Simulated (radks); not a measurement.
All-electron atom: Be2+ in 1s1.5 2s0.5 (fractional occupations, a model configuration).

Method: Dirac Kohn-Sham, BP86, spin-unpolarised, spherical densities, finite nucleus; Fermi nuclear charge, rms radius 2.519 fm; computed with a radial shooting solver on a logarithmic mesh with Libxc functionals.

Energy parts (eV):
total: -312.628
kinetic: 311.963
electron-nucleus: -663.325
Hartree: 87.196
exchange-correlation: -48.462

Orbitals (lengths in bohr, moments of r in powers of bohr; <r^-3> diverges for s and p1/2):
orbital	occ.	eigenvalue (eV)	<r^-3>	<1/r>	<r^2>	<r>	small-component weight
1s1/2	1.5	-150.2848	-	3.812	0.2160	0.3998	1.93e-04
2s1/2	0.5	-25.8496	-	0.7525	4.285	1.916	2.98e-05
2p1/2	0	-22.0625	-	0.7036	3.926	1.803	2.64e-05
2p3/2	0	-22.0587	1.030	0.7033	3.928	1.803	2.64e-05

The highest occupied level is 2s1/2 at -25.850 eV. Summed over all electrons, <r^2> = 2.467 bohr^2, which gives a Langevin (diamagnetic) susceptibility term of -1.95 x 10^-6 cm^3/mol. The electron density at the nucleus is 28.87 e/bohr^3. The density falls to 0.001 e/bohr^3 at r = 2.83 bohr.
